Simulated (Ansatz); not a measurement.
System: AlOF (charge 0, singlet). SMILES: [O]=[Al][F]
Geometry from a B3LYP-D3(BJ)/def2-TZVP (Ansatz, a quantum-chemistry and plane-wave program) optimisation:
```xyz
3

Al     0.0000     0.0000    -0.0650
O      0.0000     0.0000    -1.6623
F      0.0000     0.0000     1.5714
```
Charge 0, spin multiplicity 1.

B3LYP/6-31G* beside other levels, property by property. Terms: atomisation electronic, to ground-state atoms; non-relativistic; 6-311+G** with 5d, 6d on Na to Ar in Ansatz; valence correlation only; each state is the SCF solution reached for its charge and spin; dispersion terms only where a functional's name holds one; six Cartesian d functions in 6-31G* and its kin unless marked 5d; open shells spin-unrestricted; spin-orbit terms left out. Basis-set limits of correlation are two-point, X^-3; Hartree-Fock from the larger set. [CCSD(T)-MP2]/basis is that difference in the basis named. First-principles rows: single points at B3LYP-D3(BJ) geometries (Ansatz), with unscaled harmonic terms from B3LYP/6-31G* (Ansatz) at its own minima, enthalpies of formation by atomisation with measured atoms.

Coupled cluster (Ansatz) is a level with limits of its own, used here on species with T1 under 0.025 (0.045 for open shells) and stable references: (a) RI-MP2/CBS(aug-cc-pV(T+d)Z,aug-cc-pV(Q+d)Z)+[CCSD(T)-MP2]/aug-cc-pV(T+d)Z; (b) CCSD(T)/CBS(aug-cc-pV(T+d)Z,aug-cc-pV(Q+d)Z).

```
property                                        B3LYP/6-31G* (Ansatz)  B3LYP/6-311+G** (Ansatz)  B3LYP/def2-TZVPD (Ansatz)  PBE0/def2-TZVPD (Ansatz)             to compare with
----------------------------------------------  ---------------------  ------------------------  -------------------------  ------------------------  --------------------------
atomisation energy (kcal/mol)                                   245.3                     244.2                      253.9                     249.5   264.9 coupled cluster (b)
vertical ionisation energy to the doublet (eV)                  10.37                     10.71                      10.59                     10.38   10.66 coupled cluster (a)
enthalpy of formation at 298 K (kcal/mol)                       -86.6                     -85.5                      -95.2                     -90.8  -106.2 coupled cluster (b)
vertical electron affinity to the doublet (eV)                   0.68                      1.25                       1.23                      1.19    1.05 coupled cluster (a)
```

As the rows show:
- atomisation energy: B3LYP/6-31G* lies 19.6 kcal/mol below coupled cluster.
- vertical ionisation energy to the doublet: B3LYP/6-31G* lies 0.29 eV below coupled cluster.
- enthalpy of formation at 298 K: B3LYP/6-31G* lies 19.6 kcal/mol above coupled cluster.
- vertical electron affinity to the doublet: B3LYP/6-31G* lies 0.37 eV below coupled cluster.

The properties are those with a value to compare with, at most eight drawn at random. No case is left out for the size of its miss. Left out are saddle points of the reference geometry, anions that the best level run finds unbound, excited spin states, species near biochemistry, 298 K rows of species without real B3LYP wavenumbers, cases with under five habitual levels, runs that failed or that the program found above a lower state of the same kind, table entries that another table contradicts, and a share of species set aside by lot.
